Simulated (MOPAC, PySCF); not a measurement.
C₄H₈Si, SMILES `C=CC(=C)[SiH3]` (C–C–C–Si torsion 0°), neutral singlet in the gas phase. 

Cartesian coordinates (Å):
```xyz
13

C      1.5332    -0.2427    -1.3487
C      0.7283     0.6908    -0.8143
C     -0.3076     0.4439     0.1855
C     -1.0612     1.4628     0.6542
Si    -0.6148    -1.2964     0.8414
H      1.4679    -1.2954    -1.0623
H      2.2871     0.0144    -2.0930
H      0.8381     1.7333    -1.1391
H     -0.9133     2.4881     0.2978
H     -1.8431     1.3134     1.4007
H      0.6096    -1.8514     1.4993
H     -1.7239    -1.2297     1.8406
H     -1.0002    -2.2310    -0.2622
```
Charge 0, multiplicity 1.

All levels are single points at this geometry (PBE-D3(BJ)/def2-TZVP); Pople sets use spherical d functions. Orbital energies aren't observables, and empty levels follow the basis.

```
level                          HOMO (eV)  LUMO (eV)  gap (eV)  dipole (D)  vertical IE, Delta-SCF (eV)
-----------------------------  ---------  ---------  --------  ----------  ---------------------------
PBE-D3(BJ)/def2-TZVP in PySCF      -6.04      -2.14      3.90        0.73                         8.88
B3LYP/LANL2DZ in PySCF             -6.61      -1.14      5.47        0.56                            –
BP86/6-31G* in PySCF               -5.79      -1.81      3.98        0.71                            –
M06-2X/6-31G* in PySCF             -7.83       0.11      7.95        0.64                            –
PBE/6-31G* in PySCF                -5.70      -1.72      3.98        0.71                         8.66
SVWN5/6-31G* in PySCF              -5.85      -1.90      3.95        0.69                         8.89
AM1 in MOPAC                       -9.30       0.28      9.58        0.32                            –
PM3 in MOPAC                       -9.14       0.31      9.45        0.14                            –
PM7 in MOPAC                       -9.54       0.01      9.55        0.36                            –
```
